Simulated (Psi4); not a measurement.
C2H3 (SMILES [CH]=C), doublet, geometry from GFN2-xTB; HF/def2-SV(P) (Psi4 1.11).

Psi4 was given this input:
```
memory 2 GB

molecule mol {
0 2
  C     0.052544   -0.574335   -0.017338
  C     0.036991    0.712736    0.021975
  H    -0.843871   -1.201497   -0.040558
  H     0.974659   -1.139616   -0.030490
  H    -0.667997    1.510703    0.043223
}

set basis def2-sv(p)
set reference uhf
set damping_percentage 20

energy('scf')
print_variables()
```

### Question
Write the output that Psi4 gives for this input, abridged.

### Answer

```
   => Loading Basis Set <=

    Name: DEF2-SV(P)
    Role: ORBITAL
    Keyword: BASIS

         ---------------------------------------------------------
                                   SCF
               by Justin Turney, Rob Parrish, Andy Simmonett
                          and Daniel G. A. Smith
                              UHF Reference
         ---------------------------------------------------------

  ==> Geometry <==

    Molecular point group: c1
    Full point group: C1

    Geometry (in Angstrom), charge = 0, multiplicity = 2:

       Center              X                  Y                   Z               Mass
    ------------   -----------------  -----------------  -----------------  -----------------
         C            0.032820136938    -0.604823455391    -0.018359381165    12.000000000000
         C            0.017267136938     0.682247544609     0.020953618835    12.000000000000
         H           -0.863594863062    -1.231985455391    -0.041579381165     1.007825032230
         H            0.954935136938    -1.170104455391    -0.031511381165     1.007825032230
         H           -0.687720863062     1.480214544609     0.042201618835     1.007825032230

  Running in c1 symmetry.

  Rotational constants: A =      8.19233  B =      1.10811  C =      0.97608 [cm^-1]
  Rotational constants: A = 245600.01523  B =  33220.35249  C =  29262.27788 [MHz]
  Nuclear repulsion =   28.740272299044708

  Charge       = 0
  Multiplicity = 2
  Electrons    = 15
  Nalpha       = 8
  Nbeta        = 7

  ==> Algorithm <==

  SCF Algorithm Type is DF.
  DIIS enabled.
  MOM disabled.
  Fractional occupation disabled.
  Guess Type is SAD.
  Energy threshold   = 1.00e-06
  Density threshold  = 1.00e-06
  Integral threshold = 1.00e-12

  ==> Primary Basis <==

  Basis Set: DEF2-SV(P)
    Blend: DEF2-SV(P)
    Number of shells: 18
    Number of basis functions: 34
    Number of Cartesian functions: 36
    Spherical Harmonics?: true
    Max angular momentum: 2

   => Loading Basis Set <=

    Name: (DEF2-SV(P) AUX)
    Role: JKFIT
    Keyword: DF_BASIS_SCF

  ==> Integral Setup <==

  SCF_SUBTYPE=INCORE selected. In-core MEM_DF algorithm will be used.
  Using in-core AOs.

  ==> MemDFJK: Density-Fitted J/K Matrices <==

    J tasked:                   Yes
    K tasked:                   Yes
    wK tasked:                   No
    Algorithm:                 Core
    Schwarz Cutoff:           1E-12
    Mask sparsity (%):       0.0000
[...]
   @DF-UHF iter  90:   -77.31813294847055    1.29959e-04   5.45805e-04 ADIIS/DIIS/DAMP=20%
   @DF-UHF iter  91:   -77.31809425713732    3.86913e-05   5.72754e-04 ADIIS/DIIS/DAMP=20%
   @DF-UHF iter  92:   -77.31696479866527    1.12946e-03   5.68339e-04 ADIIS/DIIS/DAMP=20%
   @DF-UHF iter  93:   -77.31681294187351    1.51857e-04   7.24641e-04 ADIIS/DIIS/DAMP=20%
   @DF-UHF iter  94:   -77.31693139585941   -1.18454e-04   7.10296e-04 ADIIS/DIIS/DAMP=20%
   @DF-UHF iter  95:   -77.31708231266310   -1.50917e-04   6.72693e-04 ADIIS/DIIS/DAMP=20%
   @DF-UHF iter  96:   -77.31713939867377   -5.70860e-05   6.54828e-04 ADIIS/DIIS/DAMP=20%
   @DF-UHF iter  97:   -77.31726944969870   -1.30051e-04   6.73824e-04 ADIIS/DIIS/DAMP=20%
   @DF-UHF iter  98:   -77.31734101754773   -7.15678e-05   6.45466e-04 ADIIS/DIIS/DAMP=20%
   @DF-UHF iter  99:   -77.31685539357964    4.85624e-04   7.29508e-04 ADIIS/DIIS/DAMP=20%
   @DF-UHF iter 100:   -77.31717147863716   -3.16085e-04   8.08809e-04 ADIIS/DIIS/DAMP=20%

PsiException: Could not converge SCF iterations in 100 iterations.

  Failed to converge.

Traceback (most recent call last):
  File "psi4", line 375, in <module>
  File "<string>", line 27, in <module>
  File "site-packages/psi4/driver/driver.py", line 533, in energy
  File "site-packages/psi4/driver/procrouting/proc.py", line 2760, in run_scf
  File "site-packages/psi4/driver/procrouting/proc.py", line 2047, in scf_helper
  File "site-packages/psi4/driver/procrouting/scf_proc/scf_iterator.py", line 93, in scf_compute_energy
  File "site-packages/psi4/driver/procrouting/scf_proc/scf_iterator.py", line 86, in scf_compute_energy
  File "site-packages/psi4/driver/procrouting/scf_proc/scf_iterator.py", line 609, in scf_iterate

psi4.driver.p4util.exceptions.SCFConvergenceError: Could not converge SCF iterations in 100 iterations.

Printing out the relevant lines from the Psithon --> Python processed input file:
    ""","mol")
    core.IO.set_default_namespace("mol")
    core.set_global_option("BASIS", "def2-sv(p)")
    core.set_global_option("REFERENCE", "uhf")
    core.set_global_option("DAMPING_PERCENTAGE", 20)
--> energy('scf')
    print_variables()

!-------------------------------------------------------!
!                                                       !
!  Could not converge SCF iterations in 100 iterations. !
!                                                       !
!-------------------------------------------------------!
```

Convergence was not reached.
